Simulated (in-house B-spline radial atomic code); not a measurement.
Configurations of Xe2+, with energies counted from [Kr] 4d10 5s2 5p4. All numbers are computed (scalar-relativistic (X2C) PBE0, spin-polarised, spherical fractional occupations, exact exchange averaged over the configuration; Fermi nucleus of rms radius 4.7859 fm) with a B-spline radial code for spherical atoms, not measured. Shells without spins written out take the highest spin.

Occupations are held fixed; configurations that lie above the ionisation limit could autoionise.

```csv
configuration,E - E(ref) (eV),highest orbital,its <r> (bohr)
[Kr] 4d10 5s2 5p3 6f1,25.636,6f up,11.1
[Kr] 4d10 5s1 5p4 6p1,30.86,6p up,4.72
[Kr] 4d9 5s2 5p4 6p1,77.089,6p up,4.66
[Kr] 4d9 5s2 5p4 5f1,82.588,5f up,6.268
[Ar] 3d9 4s2 4p6 4d10 5s2 5p4 6p1,687.89,6p up,4.637
```

**Question.** Order these further configurations by energy, lowest first.
A. [Kr] 4d10 5s1 5p4 6f1
B. [Kr] 4d10 5s2 5p3 6s1
C. [Ar] 3d9 4s2 4p6 4d10 5s2 5p5
D. [Ar] 3d9 4s2 4p6 4d10 5s2 5p4 5f1
E. [Kr] 4d9 5s2 5p4 6s1

**Answer.** B (14.405 eV), A (38.891 eV), E (73.752 eV), C (667.77 eV), D (693.37 eV).
